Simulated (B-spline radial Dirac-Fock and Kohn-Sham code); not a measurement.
**Binding energies of Sn²⁺ at several levels of theory**

System: the Sn²⁺ ion, [Kr] 4d9 5s2 5p1 (an excited configuration).

The density-functional columns are spherical, spin-unpolarised Dirac-Kohn-Sham results without Breit or QED terms: −ε is minus the orbital energy of the initial state and ΔSCF the difference of two total energies. The reference in the last column comes from Dirac-Fock (average of configuration) total-energy differences with a finite nucleus, the Breit interaction including its frequency dependence, and self-energy and vacuum-polarisation corrections. All numbers are from a radial finite-basis atomic code, in eV; a selection of levels is shown. The Kohn-Sham columns are given as differences from the reference. For the 1s level of heavy atoms much of the gap between ΔSCF and the reference is the Breit and QED part, -96.0 eV here; for other levels the error of the functional can be larger.

```
level  LDA −ε − DF  LDA ΔSCF − DF  Dirac-Fock
   1s       -250.5          +86.4     29235.9
   2s       -110.6          -50.3      4508.5
2p1/2        -81.9           -7.1      4194.2
2p3/2        -84.7          -14.3      3966.7
   3s        -54.9          -33.8       924.1
3p1/2        -43.2          -21.6       796.2
3p3/2        -42.8          -21.8       753.7
3d3/2        -25.4           -2.3       529.9
   4s        -22.2          -12.1       180.8
4p1/2        -16.3           -6.6       136.0
4p3/2        -16.4           -6.9       128.3
   4d         -7.3           +1.2       57.02
   5s         -2.6           +2.5       31.73
   5p         -3.5           +0.8       23.62
```

Values without a named source are computed, but for edge energies of neutral atoms, which are taken from tables.
